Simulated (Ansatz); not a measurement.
Mo₃O₉⁺, that is (MoO3)3 with one electron fewer, relaxed as a doublet with UKS PBE-D4/def2-SVP in Ansatz, starting from the PBE-D4/def2-SVP geometry of the neutral singlet. Force threshold 0.03 eV/Å.

In the def2 sets Mo takes a core potential; there is no spin–orbit coupling. The gap within one spin of the relaxed charge 1 doublet nearly closes, so an electron or hole may be smeared out by delocalisation error.

Start:

```tsv
atom	x (Å)	y (Å)	z (Å)
O1	-1.813	2.123	-1.814
Mo2	-0.921	1.770	-0.420
O3	-0.938	3.154	0.553
O4	0.851	1.234	-0.841
Mo5	1.929	-0.310	-0.586
O6	2.418	-0.977	-2.062
O7	3.328	0.045	0.296
O8	0.781	-1.487	0.365
Mo9	-1.006	-1.459	1.010
O10	-1.066	-1.667	2.687
O11	-1.938	-2.688	0.315
O12	-1.625	0.262	0.496
```

```
step  energy (eV)  largest force component (eV/Å)  SCF passes
   1  -23966.0220                           0.459          63
   2  -23966.0383                           0.132          26
   3  -23966.0396                           0.043          28
   4  -23966.0397                           0.011          20
```

Force components are those of the run's own axes.

End:

Cartesian coordinates in Å:
```
O -1.824 2.148 -1.811
Mo -0.924 1.776 -0.421
O -0.949 3.171 0.543
O 0.838 1.215 -0.833
Mo 1.934 -0.311 -0.588
O 2.448 -0.977 -2.062
O 3.345 0.040 0.287
O 0.768 -1.468 0.356
Mo -1.009 -1.463 1.013
O -1.077 -1.686 2.693
O -1.949 -2.702 0.335
O -1.602 0.258 0.489
```

By distances, no bond broke or formed. The bond that changes most is Mo2–O3, from 1.69 to 1.70 Å (atoms count from 1).

No frequencies were taken in this run, so the end may be a saddle point.

Hardware: 2 threads of AMD EPYC 7R13 on a shared host and a share (18 GiB) of an NVIDIA H100 80GB HBM3. Wall time 11 s, peak host memory 0.88 GiB.
